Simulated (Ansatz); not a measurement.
One change: `[CH3][Al]1[CH]=[C]1F` becomes `[CH3][Al]1[CH]=[CH]1`.

Ansatz, PBE0-D4/def2-TZVP geometries, multiplicity 1. 

| property | `[CH3][Al]1[CH]=[C]1F` |
| --- | --- |
| size of the dipole moment (PBE/def2-TZVPP) / D | 2.97 |
| LUMO energy (PBE0/def2-TZVPP) / eV | -0.47 |
| size of the dipole moment (ωB97M-V/def2-TZVPP) / D | 3.29 |
| HOMO–LUMO gap (B3LYP/def2-TZVPP) / eV | 6.15 |
| HOMO energy (PBE0/def2-TZVPP) / eV | -7.09 |
| LUMO energy (B3LYP/def2-TZVPP) / eV | -0.74 |

(1) Give the same properties after the change, and the shifts. (Estimate.)

## Answers

(1) The calculation gave: 
```
                                          property  `[CH3][Al]1[CH]=[CH]1`  shift
    size of the dipole moment (PBE/def2-TZVPP) / D                    1.64  -1.33
                LUMO energy (PBE0/def2-TZVPP) / eV                   -0.27   0.20
size of the dipole moment (ωB97M-V/def2-TZVPP) / D                    1.76  -1.53
             HOMO–LUMO gap (B3LYP/def2-TZVPP) / eV                    5.52  -0.63
                HOMO energy (PBE0/def2-TZVPP) / eV                   -6.24   0.85
               LUMO energy (B3LYP/def2-TZVPP) / eV                   -0.53   0.21
```

With PBE0 the HOMO rises by 0.85 eV and the LUMO rises by 0.20 eV, so the gap narrows by about 0.65 eV. PBE moves the HOMO by 0.73 eV and ωB97M-V by 0.89 eV. Dipoles are sizes alone; their direction can turn.

B3LYP here is the variant with VWN-RPA as its local correlation; programs differ in this.
